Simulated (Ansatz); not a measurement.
Cl3GaH2Se (`[Cl][Ga-]([Cl])([Cl])[SeH2+]`). The species carries charge 0 and has multiplicity 1.

Z-matrix (Å, degrees):
```
Ga
Cl 1 2.147
Cl 1 2.149 2 116.9
Cl 1 2.147 2 118.0 3 147.7
Se 1 2.635 2 98.7 3 -107.4
H 5 1.470 1 93.8 2 165.8
H 5 1.470 1 93.8 2 74.0
```

What are the harmonic wavenumbers in cm⁻¹ at PBE0-D4/def2-TZVP (Ansatz, finite differences of forces, unscaled)? (Estimate.)

Ansatz gave: 58, 70, 97, 120, 120, 123, 167, 363, 425, 435, 449, 484, 1051, 2444, 2456.

Is this a minimum?

Yes, all 15 modes are real.

Give the ideal-gas thermochemistry at 298.15 K and 1 bar (rigid rotor, harmonic oscillator; point group Cs, symmetry number 1).

Zero-point energy 53.0 kJ/mol; H(298) − E = 80.0 kJ/mol; entropy 425.2 J/(mol·K), of which translation 178.1, rotation 128.6, vibration 118.4; G(298) − E = -46.8 kJ/mol. Modes under 100 cm⁻¹ are hindered rotations or soft bends, so the harmonic entropy is rough.

Rotational constants (cm⁻¹)?

0.03504, 0.02423, 0.0241.
